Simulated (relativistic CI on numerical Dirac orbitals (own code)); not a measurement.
Method of calculation: Dirac-Coulomb-Breit CI, KLI orbitals optimised for each configuration, model QED (radiative potential, 1s self-energy scaled to tabulated hydrogen-like ionisation energies), unscaled Slater integrals (own radial code, finite nucleus).

The strongest absorption lines from the ground level of an ion, among the configurations computed and to levels below about 946 eV (vacuum wavelength in Å, gf): 13.112 (0.17), 39.415 (0.29), 39.581 (0.07), 42.644 (0.89), 42.723 (1.1), 43.325 (0.08), 45.019 (1.6), 47.647 (0.18).

(1) Which ion is it?
A. Ce XXXIV
B. Cs XXXI
C. Te XXVIII
D. Gd XL

Results:

(1) A. Ce XXXIV has 25 electrons and the ground level 3s2 3p6 3d7 4F_9/2; the strongest line goes to 3s2 3p5 3d8 4F°_9/2. The pattern of lines fixes the number of electrons, and along that sequence the line energies rise steadily with the charge (about as its square where n changes within one kind of shell, about linearly where n is kept but much faster in heavy ions where fine structure, which grows about as Z⁴, sets the gap, and irregularly where shells cross), which fixes Z. Configurations outside the model, such as inner-shell arrays, can give stronger lines. At this charge energies of transitions that change n are usually good to better than 1 %, and those within a shell (Δn = 0) to a few per cent. Terms inside the open d or f shell come out 10 to 20 % too wide with unscaled integrals.

LS names give the leading component of a level, which can be under half, so a name can repeat, a term be missing and a line seem to break the LS rules.
